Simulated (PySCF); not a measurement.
SMILES [CH3][Al]([CH3])[F] (C2H6AlF) at its PBE0/def2-SVP optimised geometry (Å):

```
10

Al     0.1388    -0.0832     0.0000
C     -0.7416     1.6521     0.0000
H     -1.5568     1.6968     0.7413
H     -1.2030     1.8516    -0.9830
H     -0.0410     2.4754     0.2087
C     -0.7232    -1.8282    -0.0033
H     -0.5392    -2.3505     0.9516
H     -0.3111    -2.4754    -0.7953
H     -1.8140    -1.7693    -0.1436
F      1.8140    -0.0832     0.0000
```

Method: PySCF with PBE0/def2-TZVP.

Map of the log10 of the electron density (e/bohr³), floored at −4 on the plane z = 0.6 Å:

```
|                           |
|           ...             |
|        ..:::::.           |
|       .:--====-:          |
|     .:--=++**+=-.         |
|     :-=++*###*+-:         |
|    .:=+*##%%%#+=:         |
|    .-+#%@%%%%#+=:.        |
|    :-+#@@@@%%*+=-::.      |
|    .-+#%@@@%#*+==---:     |
|    .-=*#%%%%#*+++++=-:    |
|     :-=+*####***###*=-.   |
|     .:-=+*####*#%@%#+-:   |
|      .-=++*#%%##@@@%*=:   |
|     .:-=+**#%%##%@@#*=:   |
|     .-=++*###**##%#*+-.   |
|    .:=+**#%%#**+***+=:    |
|    :-=**#%%%#*+====-:.    |
|    :-+*#%%@@%*+=--::.     |
|    :-+*#%@@@%*+-:..       |
|    .-=+*#%@@#*=-.         |
|    .:-=+*#%%#+=:.         |
|     .:-=+***+=-.          |
|      .:--====-:           |
|       ..::--:.            |
|         .....             |
|                           |
```
Scale: ten equal steps from -4.00 (start of ' ') to -0.538 (end of '@'), in the order ' .:-=+*#%@'; x runs from -4.50 to 4.50, y from -4.50 (bottom) to 4.50 (top).
